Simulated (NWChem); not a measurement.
System: CaBr2; SMILES [Br][Ca][Br]

NWChem input:

```
start job
memory heap 200 mb stack 900 mb global 1100 mb
geometry units angstroms noautosym nocenter noautoz
  Ca     0.000000     0.000000     0.145433
  Br     2.605326     0.000000     0.147520
  Br    -2.605326     0.000000     0.147520
end
basis spherical
  * library def2-svpd
end
dft
  xc pbe0
  iterations 150
end
tddft
  cis
  nroots 8
  notriplet
end
task tddft energy
```

Geometry: optimised at PBE0/def2-SVP.

Vertical excitations in the gas phase.

Problem. What results follow from this input? (PBE0/def2-SVPD, TDA.) Quantities: lowest excitation, singlet (eV); lowest state with f > 0.02, singlet (eV); orbital gap (eV).

Solution. 
```
Quantity                                  Result
----------------------------------------  ------
lowest excitation, singlet (eV)             4.53
lowest state with f > 0.02, singlet (eV)    4.53
orbital gap (eV)                            5.66
```
